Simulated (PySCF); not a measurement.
Geometry:
```tsv
atom	x (Å)	y (Å)	z (Å)
N1	3.641	0.307	0.250
C2	2.825	-0.435	0.618
S3	1.687	-1.535	1.194
C4	0.204	-0.743	0.643
C5	0.022	0.494	0.076
C6	-1.350	0.744	-0.207
C7	-2.168	-0.292	0.149
S8	-1.284	-1.601	0.828
H9	0.839	1.187	-0.127
H10	-1.714	1.668	-0.659
H11	-3.251	-0.367	0.053
```

Geometry: PBE0-D3(BJ)/def2-SVP; GIAO shifts from PySCF, gas phase, non-relativistic, averaged over equivalent atoms.

At PBE0/6-311+G(2d,p) (250 basis functions, 46 s wall time on 1 thread of an x86-64 server CPU, shared host):
| atoms | δ (ppm) |
| --- | --- |
| N1 | 341.0 |
| C4 | 133.6 |
| C7 | 132.1 |
| C6 | 130.7 |
| C5 | 129.5 |
| C2 | 112.3 |
| S8 | 254.7 |
| S3 | 43.5 |
| H11 | 7.45 |
| H9 | 7.44 |
| H10 | 7.20 |

Shifts are taken against calculated references (same method and geometry level): $^{15}$N (σref 261.88) against NH3; $^{13}$C (σref 186.44), $^{1}$H (σref 31.51) against TMS; $^{33}$S (σref 507.15) against CS2.

**Question.** What do these become at PBE0/IGLO-III?

**Answer.** 
```tsv
atoms	δ at PBE0/IGLO-III	change
N1	350.5	+9.5
C4	137.4	+3.8
C7	136.2	+4.1
C6	135.1	+4.4
C5	133.9	+4.4
C2	115.6	+3.3
S8	261.0	+6.3
S3	52.7	+9.2
H11	7.42	-0.03
H9	7.39	-0.05
H10	7.15	-0.05
```

References, each an isolated molecule treated in the same way: $^{15}$N (260.55 ppm) vs NH3; $^{13}$C (183.78 ppm) and $^{1}$H (31.37 ppm) against TMS; $^{33}$S (518.71 ppm) vs CS2.

The largest change is at N1 (nitrile nitrogen). Cost: 328 basis functions, 45 s wall time on 1 thread of an Arm Neoverse V2, shared host. The order of the carbon signals is the same at both levels.

Experimental scales use liquid or dissolved standards, which lie at an offset from isolated NH3 (liquid NH3: subtract about 20 ppm). Unscaled 15N shifts of sp2 nitrogen come out 20 to 40 ppm too high even then.
